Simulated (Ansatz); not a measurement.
Basis-set extrapolation for CH5BOS (`CB(O)S`) (PBE0-D4/def2-TZVP geometry, frozen core, the Gaussian-basis code of Ansatz). Multiplicity 1, RHF reference.

```
                      def2-TZVPP   def2-QZVPP
                 HF  -538.025611  -538.043420
    MP2 correlation    -0.695230    -0.748237
CCSD(T) correlation    -0.763293      not run
```

Energies in hartree. Use E(X) = E(∞) + A·exp(−7.88·√X) for Hartree–Fock and E(X) = E(∞) + B·X^(−2.97) for correlation, with X = 3 and 4, and add CCSD(T) minus MP2 of the smaller set to the MP2 limit.

Problem. What is the CCSD(T) energy at the basis-set limit?

Solution. HF limit: -538.043420 + (-0.017809) × 0.13774 = -538.04587. MP2 limit: -0.748237 + (-0.053007) × 0.74074 = -0.78750. Higher-order term: -0.763293 − (-0.695230) = -0.06806. Total: -538.90143 hartree, 295.4 kJ/mol below CCSD(T)/def2-TZVPP.
